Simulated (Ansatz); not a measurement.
`[CH3][Ta]([OH])([OH])=[S]`, charge 0, multiplicity 1.

**Question.** Give a relaxed structure at PBE0-D4/def2-TZVP (Ansatz). (An estimate is asked.)

**Answer.** The calculation gave: 
Cartesian coordinates in Å:
```
C 0.8565 -1.1260 0.6105
Ta -0.2401 0.5287 -0.2098
O -0.5264 0.1296 -2.0345
O -1.8540 0.6385 0.7669
S 1.0245 2.2634 0.0743
H 1.8129 -1.2553 0.0955
H 1.0666 -0.9684 1.6723
H 0.2731 -2.0478 0.5021
H -0.2096 0.5366 -2.8418
H -2.2034 1.3008 1.3645
```
Point group Cs.
This is one stationary point; other conformers may exist.
